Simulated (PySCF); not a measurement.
A calculated (PBEsol, PySCF 2.14, aug-cc-pVQZ-DK, the spin-free X2C one-electron Hamiltonian (Gaussian nucleus)) atom or ion has these occupied shells.

| shell | electrons | orbital energy (eV) | rms radius, mean of both spins (bohr) |
| --- | --- | --- | --- |
| 1s α | 1 | -4873.0 | 0.0805 |
| 1s β | 1 | -4873.0 | 0.0805 |
| 2s α | 1 | -550.36 | 0.353 |
| 2s β | 1 | -550.02 | 0.353 |
| 2p α | 3 | -458.05 | 0.322 |
| 2p β | 3 | -457.78 | 0.322 |
| 3s α | 1 | -75.816 | 1.07 |
| 3s β | 1 | -74.884 | 1.07 |
| 3p α | 3 | -51.876 | 1.16 |
| 3p β | 3 | -50.947 | 1.16 |
| 3d α | 1 | -16.510 | 1.52 |
| 4s α | 1 | -12.063 | 3.20 |
| 4s β | 1 | -11.811 | 3.20 |

Question: Name the element and its charge.

Answer: Ti+ (titanium, charge +1), in [Ar] 3d1 4s2, 2D determinant (an excited configuration).
